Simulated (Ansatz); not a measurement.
B₂As₂, relaxed as a singlet with RKS B3LYP-D4/def2-SVP in Ansatz, starting from the GFN2-xTB geometry. Force threshold 0.02 eV/Å.

The restricted singlet is unstable towards broken spin symmetry in Hartree–Fock (as tested in another run); at B3LYP-D4/def2-SVP this wasn't settled. Another isomer (triplet) lies 1.68 eV lower at PBE0-D4/def2-TZVP; other spin states weren't run for this one.

Start:

```xyz
4

B     0.264   -1.026   -0.367
B    -1.047   -0.400    0.067
As   -0.895    1.328    0.578
As    1.678    0.098   -0.278
```

Question: Estimate the energy that the relaxation releases and the steps that it takes.

Answer: 10.6 kJ/mol, in 4 steps; 19 s on 2 threads of Intel Xeon Platinum 8259CL on a shared host. No frequencies were taken in this run, so the end may be a saddle point.

Question: Does the start keep its bonding and symmetry?

Answer: By distances, no bond broke or formed. The bond that changes most is B1–B2, from 1.52 to 1.57 Å (atoms count from 1). Point group C2v at the start, C2v at the end, both within 0.05 Å.

Question: Predict the relaxed structure.

Answer: 
| atom | x (Å) | y (Å) | z (Å) |
| --- | --- | --- | --- |
| B1 | 0.294 | -1.030 | -0.374 |
| B2 | -1.068 | -0.379 | 0.077 |
| As3 | -1.014 | 1.375 | 0.615 |
| As4 | 1.788 | 0.035 | -0.318 |
Bond lengths: 2 × As–B 1.84 Å; 1 × B–B 1.57 Å.
